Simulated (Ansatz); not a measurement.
This geometry of C$_{2}$H$_{7}$BFGa (12 atoms, charge 0, multiplicity 1) is a first-order saddle point.

Computed with RKS PBE/def2-SVP (Ansatz 0.2.0).

```xyz
12
Properties=species:S:1:pos:R:3
B -2.007 0.935 -0.316
C -0.723 0.487 -1.096
Ga 0.869 0.148 0.010
C 1.535 -1.368 1.074
F 1.939 1.580 0.116
H -2.054 1.051 0.900
H -3.033 1.180 -0.932
H -0.505 1.280 -1.850
H -1.006 -0.392 -1.722
H 2.501 -1.704 0.646
H 1.727 -1.031 2.112
H 0.832 -2.223 1.091
```

**Question.** Which two structures does it join? (They come from a converged band through this point; their orientation in space is the band's.)

**Answer.** No bond is made or broken. The dihedral H7–B1–C2–Ga3 goes from -85 to 90°.

First end point:

```xyz
12
Properties=species:S:1:pos:R:3
B -1.869 0.843 -0.282
C -0.761 0.511 -1.277
Ga 0.763 0.228 0.008
C 1.372 -1.309 1.064
F 1.822 1.661 0.076
H -2.071 1.994 0.068
H -2.510 -0.048 0.254
H -0.374 1.320 -1.926
H -0.810 -0.476 -1.784
H 2.399 -1.583 0.747
H 1.412 -1.013 2.132
H 0.704 -2.185 0.953
```

Last end point:

```xyz
12
Properties=species:S:1:pos:R:3
B -1.864 0.843 -0.273
C -0.765 0.511 -1.279
Ga 0.766 0.226 -0.002
C 1.369 -1.307 1.063
F 1.835 1.653 0.049
H -2.498 -0.048 0.270
H -2.063 1.994 0.079
H -0.382 1.321 -1.930
H -0.817 -0.475 -1.785
H 2.413 -1.556 0.787
H 1.358 -1.020 2.134
H 0.724 -2.195 0.920
```

**Question.** How far does it lie above each of them?

**Answer.** 38.4 kJ/mol above the first and 38.4 kJ/mol above the second. This is the barrier of this one path; another mechanism may lie lower.

The run took 7.1 min on 2 threads of Arm Neoverse N1, on a shared host, peak memory 0.17 GiB.
